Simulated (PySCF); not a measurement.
Correlation energy of Nb(2+) (niobium, charge +2)

[Kr] 4d3, high-spin 4F determinant. Calculation: PySCF 2.14, in def2-QZVPPD with the def2 core potential (28 electrons) (7s5p4d3f2g, 81 functions); a scalar-relativistic core potential. Frozen: nothing; 11 electrons correlated.

| level | correlation energy (mhartree) |
| --- | --- |
| CCSD | -298.41 |
| (T) | -6.98 |
| CCSD(T) | -305.39 |

Diagnostics: T1 = 0.0039, D1 = 0.0095, largest double amplitude 0.023.

Cost of the coupled-cluster step: about 25 core-seconds, for 11 correlated electrons.

The basis has no tight functions for the innermost shells, so their pair energies are far from complete.

This basis was not built for core-valence correlation, so the inner-shell part is incomplete.
